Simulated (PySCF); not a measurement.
**Calcium: a sound run and one with changed settings**

Sound run: Ca²⁺ [Ar], Ca³⁺ [Ne] 3s2 3p5. Calculation: PySCF 2.14, in aug-cc-pVDZ-X2C (6s5p3d, 36 functions); scalar relativity by spin-free X2C-1e. In the sound run the correlated levels freeze [Ne] 3s2. The sound run starts from symmetry-adapted Hartree-Fock orbitals and uses a fine grid where one is needed.

Changed run: the non-relativistic Hamiltonian (point nucleus). This setting is unsound on purpose.

```tsv
species	method	sound run (hartree)	changed run (hartree)	converged
Ca²⁺	UHF	-679.02303	-675.43859	yes
Ca²⁺	r2SCAN	-679.75564	-676.17143	yes
Ca²⁺	M06-L	-679.78334	-676.19869	yes
Ca²⁺	MP2	-679.08558	-675.50143	yes
Ca²⁺	CCSD(T)	-679.09368	-675.50961	yes
Ca³⁺	UHF	-677.16402	-673.58659	yes
Ca³⁺	r2SCAN	-677.84717	-674.26996	yes
Ca³⁺	M06-L	-677.87106	-674.29355	yes
Ca³⁺	MP2	-677.20106	-673.62378	yes
Ca³⁺	CCSD(T)	-677.20728	-673.63005	yes
```

Ionisation energy of Ca²⁺:

```json
{"method": "UHF", "sound run (eV)": "50.586", "changed run (eV)": "50.396"}
{"method": "r2SCAN", "sound run (eV)": "51.932", "changed run (eV)": "51.742"}
{"method": "M06-L", "sound run (eV)": "52.036", "changed run (eV)": "51.841"}
{"method": "MP2", "sound run (eV)": "51.280", "changed run (eV)": "51.093"}
{"method": "SCS-MP2", "sound run (eV)": "51.228", "changed run (eV)": "51.041"}
{"method": "CCSD", "sound run (eV)": "51.330", "changed run (eV)": "51.143"}
{"method": "CCSD(T)", "sound run (eV)": "51.332", "changed run (eV)": "51.145"}
```

Most of the change in total energy is the relativistic energy itself. On top of that the contraction fixes the core shape for the Hamiltonian it was made with, so the changed run is not a good calculation with the other Hamiltonian either.

For comparison, NIST gives 50.913 eV between the lowest levels.
